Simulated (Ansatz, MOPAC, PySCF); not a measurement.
Molecule: selenium dioxide, SeO2 (charge 0, singlet). SMILES: O=[Se]=O
Coordinates optimised at B3LYP-D3(BJ)/def2-TZVP (Ansatz, a program for electronic structure):
```xyz
3

O     -1.3669     0.5583    -0.0329
Se     0.0083    -0.2816     0.0062
O      1.3317     0.6385     0.0066
```

Unscaled harmonic wavenumbers (cm⁻¹) in rising order, each level at the stationary point that it reaches from this structure (no distance between atoms moves by over 0.3 Å); the order of modes can differ between levels, and a negative number is imaginary. B3LYP-D3(BJ)/def2-TZVP (PySCF, at the structure above): 372, 972, 1010.

PM7 (MOPAC): 302, 855, 875. Zero-point energy 2.9 against 3.4 kcal/mol; where all levels lie over 400 cm⁻¹, the wavenumbers are on average 0.873 times those of B3LYP-D3(BJ)/def2-TZVP.

HF/3-21G (Ansatz): 407, 1042, 1125. Zero-point energy 3.7 against 3.4 kcal/mol; where all levels lie over 400 cm⁻¹, the wavenumbers are on average 1.093 times those of B3LYP-D3(BJ)/def2-TZVP.
